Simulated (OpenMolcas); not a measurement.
Levels of S+ by method

```yaml
Program: OpenMolcas 26.06
Basis: ANO-R3 [6s5p4d3f1g]
Scalar_Hamiltonian: X2C, finite nucleus
Active_space: 5 electrons in 4 orbitals (3s 3p)
State_averaging: 2S+1 = 4 odd, 1 root; 2S+1 = 2 odd, 8 roots; 2S+1 = 4 even, 3 roots; 2S+1 = 2 even, 9 roots
Spin-orbit_coupling: RASSI with atomic mean-field integrals over the reference wave functions, term energies averaged over their components
```

Methods on the same reference wave functions:
A. CASSCF
B. SS-CASPT2, IPEA 0.25 Eh, imaginary shift 0.1 Eh (closed shells correlated: 2s 2p)

Energies in cm-1 above 3s2 3p3 4S* 3/2, the measured ground level; measured values from NIST Handbook of Basic Atomic Spectroscopic Data.

| Level | A | B | Measured |
| --- | --- | --- | --- |
| 3s2 3p3 4S* 3/2 | 0.0 | 0.0 | 0.0 |
| 3s2 3p3 2D* 3/2 | 19217 | 15050 | 14853 |
| 3s2 3p3 2D* 5/2 | 19250 | 15070 | 14885 |
| 3s2 3p3 2P* 1/2 | 26259 | 24690 | 24525 |
| 3s2 3p3 2P* 3/2 | 26281 | 24700 | 24572 |
| 3s 3p4 4P 5/2 | 86532 | 83030 | 79395 |
| 3s 3p4 4P 3/2 | 86900 | 83390 | 79757 |
| 3s 3p4 4P 1/2 | 87115 | 83610 | 79963 |
| 3s 3p4 2D 3/2 | 124371 | 108510 | 97891 |
| 3s 3p4 2D 5/2 | 124375 | 108510 | 97919 |
| 3s 3p4 2S 1/2 | 143259 | 132890 | 119784 |
| 3s 3p4 2P 3/2 | 160627 | 143040 |  |
| 3s 3p4 2P 1/2 | 161065 | 143480 |  |

Deviations, from unrounded energies. A percentage is the sum of absolute deviations over the sum of measured energies, with the sign that they share, or ± where signs differ.

| Against measurement | Levels | A | B |
| --- | --- | --- | --- |
| mean absolute deviation (cm-1) | 10 | 11000 | 4600 |
| other terms of the ground configuration (%) | 4 | +15.4 | +0.9 |
| other configurations (%) | 6 | +17.6 | +8.2 |

B lies closest to measurement on these levels. The largest miss of B in the table is 3s 3p4 2S 1/2, by +13000 cm-1. The ranking rests on the paired levels alone, and a cruder setting can come out closer through cancelling errors.

From A to B the spin-free energies of the other terms of 3s2 3p3 shown, above 4S*, scale by factors of 0.78 to 0.94.

The lowest spin-free term lies below A's lowest term by 0.378 hartree in B.

Term energies are means over components that CASPT2 splits; among the terms shown or strongly mixed into the levels shown the widest spread is 1100 cm-1 (3s 3p4 2D, B). Over all roots computed the reference weight is 0.87 to 0.95 in B; the roots of lowest weight are the least certain, and an intruder state may touch them. Terms of s pⁿ other than that of highest spin mix with s² pⁿ⁻² d, which this space lacks; all of them can be thousands of cm-1 off, and some have no real level of that name. Without dynamic correlation excited terms often stand tens of per cent too high (terms of higher spin than the ground term too low), and those without a measured partner can miss by more than the paired ones (holds for A). Measured partners are found by configuration, term and J. A level has none where our copy of the source lacks it or the pairing is in doubt (some pairs that miss far off the trend of their configuration count as doubtful), and it then counts in no deviation. Only configurations of the active space appear.

* marks odd parity.
